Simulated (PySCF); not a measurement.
Ge¹²⁺ (germanium, charge +12) across methods

[Ar] 3d2, high-spin 3F determinant. Calculation: PySCF 2.14, in an uncontracted even-tempered set (19 s from 0.81 bohr⁻², ratio 2.5; 12 p from 1.1 bohr⁻², ratio 2.5; 8 d from 1.1 bohr⁻², ratio 2.5; 4 f from 3.7 bohr⁻², ratio 2.7; 4 g from 5.6 bohr⁻², ratio 2.7); the spin-free X2C one-electron Hamiltonian (Gaussian nucleus).

```
method  E (hartree)  mean ε 3p α (eV)  mean ε 3p β (eV)  mean ε 3d α (eV)  Σ⟨r²⟩ (bohr²)   ⟨S²⟩
  PBE0    -2035.725           -437.66           -432.31           -353.15          4.018  2.000
r2SCAN    -2035.961           -433.71           -428.94           -349.51          4.016  2.000
   LDA    -2032.511           -431.09           -427.04           -347.18          4.024  2.000
   UHF  -2034.97909           -455.26           -445.64           -368.74          4.020  2.001
```

Task: Estimate the same row for PBE.

Result: E (hartree) = -2035.667; mean ε 3p α (eV) = -431.28; mean ε 3p β (eV) = -427.21; mean ε 3d α (eV) = -347.58; Σ⟨r²⟩ (bohr²) = 4.019; ⟨S²⟩ = 2.000.
